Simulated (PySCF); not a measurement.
**Computed properties of C4H2BrCl, SMILES C#C/C(Br)=C\Cl**

C₄H₂BrCl, SMILES C#C/C(Br)=C\Cl. The structure is a stationary point at ωB97X-D3(BJ)/def2-SVP. The structure was generated by enumeration; whether it is a known compound was not checked. Other conformers were not sampled. All values are computed for the isolated molecule unless a solvent is named; none is compared with measurement here.

**Structure.** The optimised structure has Cs symmetry. All 18 harmonic modes at ωB97X-D3(BJ)/def2-SVP (PySCF) are real, so it is a minimum. With heavy atoms numbered as in [CH:1]#[C:2]/[C:3]([Br:4])=[CH:5]\[Cl:6], the shortest bond between them is C1–C2 at 1.209 Å and the longest C3–Br4 at 1.890 Å.

**Vibrations.** The strongest infrared lines (harmonic, unscaled, degenerate partners summed) lie at 860 cm⁻¹ (99 km/mol, C 73 %, Cl 21 %), 3484 cm⁻¹ (79 km/mol, H 85 %, C 15 %), 1069 cm⁻¹ (35 km/mol, C 72 %, H 26 %). The softest mode is at 120 cm⁻¹ and the zero-point energy is 27.4 kcal/mol.

**Electronic structure.** HF/def2-TZVP (PySCF) places the frontier levels at -9.46 and 2.03 eV, a gap of 11.49 eV, and gives a dipole moment of 0.29 D and a mean polarisability of 77.3 bohr³. PBE/def2-TZVP (PySCF) at the same geometry gives -6.05 and -2.45 eV, so its gap is 7.89 eV narrower. An orbital gap is neither the optical nor the fundamental gap.

**Excitations.** TDA-M06-2X/def2-SVPD (PySCF) has S1 at 4.85 eV (256 nm, f = 0.000, dark); the most intense of the 10 singlets computed lies at 5.55 eV (f = 0.34). T1 (TDA) is at 3.44 eV, 1.41 eV under S1. TDA-PBE/def2-SVPD (PySCF) puts S1 at 4.24 eV. No vertical singlet excitation falls in the visible range (under 3.1 eV).

**NMR.** GIAO shifts at KT2/pcSseg-1 (PySCF) (non-relativistic, atoms alike by connectivity averaged): ¹³C from 78.1 to 131.8 ppm against TMS; ¹H from 4.2 to 6.6 ppm against TMS. Without spin–orbit terms, shifts of atoms bonded to Cl or Br come out too high.

**Solvation.** SMD-B3LYP/6-31G* (PySCF) gives -0.6 kcal/mol in water, -4.0 kcal/mol in 1-octanol, -4.6 kcal/mol in tetrahydrofuran (1 M in both phases, gas-phase geometry); of these solvents tetrahydrofuran holds the molecule best.
